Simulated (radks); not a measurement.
The numbers below are computed, except where a source is named.
Numerical settings for the krypton ion Kr+, [Ar] 3d10 4s2 4p5. Code: a radial shooting solver on a logarithmic mesh with Libxc functionals. Model: Dirac Kohn-Sham, LDA (Slater exchange, Perdew-Wang correlation), spin-unpolarised, spherical densities, point nucleus; open shells fill j = l - 1/2 first. The defaults (mesh step 0.008 in ln r, mesh end at 40 bohr or more with all orbitals vanishing there, Anderson mixing 0.5 over 9 steps, residual threshold near 1e-9 with the energy settled to 1e-9 hartree or 1e-11 of itself, here a cap of 100 iterations) give E = -2786.5352 hartree and 4p3/2 at -19.430 eV in 14 iterations. Run on one thread of a shared host, so times are rough (Intel(R) Xeon(R) 6975P-C): 0.09 s of CPU time, 0.09 s wall, 14 iterations on 2546 mesh points. Changes against that run (0 stands for a change within the tolerance of the run):

| setting | iterations | converged | E (mhartree) | e(4p3/2) (meV) | CPU (s) |
|---|---|---|---|---|---|
| mesh step in ln r 0.12 | 2 | no | diverged | - | 0.02 |
| mesh step in ln r 0.05 | 14 | yes | +0.00973 | -0.00321 | 0.02 |
| mesh step in ln r 0.2 | 2 | no | diverged | - | 0.01 |
| mesh end (bohr) 2 | 13 | level above zero | +7.86e+03 | +5.39e+04 | 0.06 |
| mesh end (bohr) 5 | 14 | yes | +13.6 | +386 | 0.08 |
| residual threshold 1e-05 | 10 | yes | 0 | +0.00884 | 0.07 |
| residual threshold 0.1 | 10 | yes | 0 | +0.00884 | 0.07 |
| mixing 1 | 12 | yes | 0 | 0 | 0.08 |
| linear mixing, mixing 0.8 | 51 | yes | 0 | 0 | 0.25 |
| linear mixing, mixing 0.5 | 30 | yes | 0 | 0 | 0.14 |
| mixing history 2 | 18 | yes | 0 | 0 | 0.09 |
| iteration cap 8 | 8 | no | 0 | -0.491 | 0.06 |

Settled on a wrong energy, with an occupied level pushed above zero by the early mesh end: mesh end (bohr) 2 (+7.86 hartree). Apart from these: settings that end as converged yet miss the energy by more than 1 mhartree: mesh end (bohr) 5 (+0.0136 hartree). A mesh that ends early acts as a hard wall.
